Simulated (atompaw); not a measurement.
Which setting gave this result? (boron, PAW (atompaw))

Base potential:

B, PAW, made with atompaw 4.2.0.5 (LDA (PW92), non-relativistic). Core [He], reference 2s2 2p1. Waves: 2s (bound); 2s channel at 0.3 Ry; 2p (bound); 2p channel at 1.6 Ry; 3d channel at -0.05 Ry. Local part: troulliermartins scheme with l = 3 at 0 Ry, radius 2.55 bohr. Core correction: smooth core density matched at 1.80 bohr. Augmentation charge: besselshape compensation charge, radius 2.65 bohr; PAW radius 3.00 bohr; waves and projectors: bloechl.

Cutoffs, loose and tight: the cutoffs (Ry, on a coarse ladder) from which the occupation-weighted sum of valence levels, in a spherical-Bessel basis at the reference potential, stays within 10 and 1 mRy of its value at 400 Ry. They see the waves, projectors and local potential, not the compensation charge or the core.

Only the scale of all radii (base = 1) is moved:

```json
{"scale of all radii (base = 1)": "0.78", "cutoff, loose": "12 Ry", "cutoff, tight": "21 Ry", "bound ghosts": "none"}
{"scale of all radii (base = 1)": "0.84", "cutoff, loose": "12 Ry", "cutoff, tight": "18 Ry", "bound ghosts": "none"}
{"scale of all radii (base = 1)": "0.99", "cutoff, loose": "8 Ry", "cutoff, tight": "15 Ry", "bound ghosts": "none"}
{"scale of all radii (base = 1)": "1.19", "cutoff, loose": "6 Ry", "cutoff, tight": "10 Ry", "bound ghosts": "none"}
{"scale of all radii (base = 1)": "1.27", "cutoff, loose": "6 Ry", "cutoff, tight": "8 Ry", "bound ghosts": "none"}
```

Problem. One more run gave cutoff, loose: 8 Ry; cutoff, tight: 12 Ry; bound ghosts: none. Which value of the scale of all radii (base = 1) was used?

Solution. 1.06. The tight cutoff moves one way along this sweep, from 21 Ry at 0.78 to 8 Ry at 1.27, which places the run between 0.99 and 1.19.
